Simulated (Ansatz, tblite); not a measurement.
[V(III)(H2O)6-n(F)n]: vertical IE (eV) at several levels, gas phase, relaxed structures; Ansatz, xTB through tblite. Raw xTB energies of ions are shifted by several eV. Singlets are spin-restricted. The spins of the ions were chosen, not always searched. Names give formal oxidation states. The structures are stationary points that may keep the symmetry of their start.

| species | state | geometry | GFN1-xTB | GFN2-xTB | PBE-D4/def2-TZVP | r2SCAN-D4/def2-TZVP | PBE0-D4/def2-TZVP |
| --- | --- | --- | --- | --- | --- | --- | --- |
| mer-VF3(H2O)3 (VO3F3H6) | triplet to doublet | r2SCAN-D4/def2-SVP | 13.73 | 12.88 | 7.55 | 8.05 | 8.60 |
| trans-[VF2(H2O)4]+ (VO4F2H8⁺) | triplet to doublet | PBE-D4/def2-SVP | 17.95 | 16.91 | 11.97 | 12.46 | 13.04 |
| cis-[VF2(H2O)4]+ (VO4F2H8⁺) | triplet to doublet | PBE0-D4/def2-SVP | 18.12 | 17.32 | 12.18 | 12.66 | 13.18 |
